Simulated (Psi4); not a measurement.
**B2O2 (diboron dioxide): the vertical energy of the triplet above the singlet from total energies**

B2O2: 4 atoms, total charge 0, spin state singlet. SMILES: `O=BB=O`. The shape is that of a PBE0-D4/def2-TZVP optimisation.

Both states at this one shape; open shells run unrestricted unless said. 1 Eh = 27.2114 eV.

| level | program | singlet B2O2 (Eh) | triplet B2O2 (Eh) |
| --- | --- | --- | --- |
| SVWN5/aug-cc-pVDZ | Psi4 | -198.641089 | -198.422654 |
| BLYP/aug-cc-pVDZ | Psi4 | -200.236797 | -200.025305 |
| BHLYP/aug-cc-pVDZ | Psi4 | -200.161697 | -199.926296 |
| B2PLYP/aug-cc-pVDZ (density fitting for correlation), 4 core orbitals frozen | Psi4 | -200.099796 | -199.850558 |

Q: Work out the vertical gap, second state less first, at each level.

A: 
1. SVWN5/aug-cc-pVDZ: -198.422654 − (-198.641089) = 0.218435 Eh = 5.94 eV.
2. BLYP/aug-cc-pVDZ: -200.025305 − (-200.236797) = 0.211492 Eh = 5.75 eV.
3. BHLYP/aug-cc-pVDZ: -199.926296 − (-200.161697) = 0.235401 Eh = 6.41 eV.
4. B2PLYP/aug-cc-pVDZ (density fitting for correlation): -199.850558 − (-200.099796) = 0.249238 Eh = 6.78 eV.

No measured value is set beside it here; the levels span 5.75 to 6.78 eV. The second state is spin-contaminated at BHLYP/aug-cc-pVDZ (⟨S²⟩ = 2.09). The second state is spin-contaminated at B2PLYP/aug-cc-pVDZ (density fitting for correlation) (⟨S²⟩ = 2.11).
